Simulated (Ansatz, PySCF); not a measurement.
BFO, charge -1, doublet, at a GFN2-xTB geometry (a state made from the parent by changing its charge; the spin is typed, not shown lowest). Base run: MP2/cc-pVDZ (PySCF).

Input for PySCF:
```python
from pyscf import gto, scf, mp

mol = gto.M(
    atom='''
F    -1.246835    0.252425    0.110093
B     0.200928   -0.491199   -0.309364
O     1.277110    0.023021    0.069498
''',
    basis='cc-pvdz',
    charge=-1,
    spin=1,
    verbose=4,
)

mf = scf.UHF(mol)
mf.kernel()

pt = mp.MP2(mf)
pt.kernel()
print('E(MP2) = %.10f' % pt.e_tot)
```

The same geometry, method and basis name were run in Ansatz (a program for electronic structure) and PySCF, at each program's defaults and at the settings that a row names. The base is PySCF at its defaults. Differences at the defaults can come from grids, fitting, cores and function types together.

| code and settings | ΔE vs base (µEh) | basis functions | E (Eh) | SCF cycles |
|---|---|---|---|---|
| PySCF, defaults (exact integrals, spherical functions, all electrons correlated) | 0.0 | 42 | -199.47499 | 14 |
| Ansatz, defaults (factorised integrals, spherical functions, frozen core) | 5868 | 42 | -199.46912 | - |
| PySCF, frozen core | 5863 | 42 | -199.46913 | 14 |
| Ansatz, high accuracy, frozen core | 5863 | 42 | -199.46913 | - |

Open shells are given as the SCF converged; they aren't shown to be the lowest states, and a large step between rows can be another state.
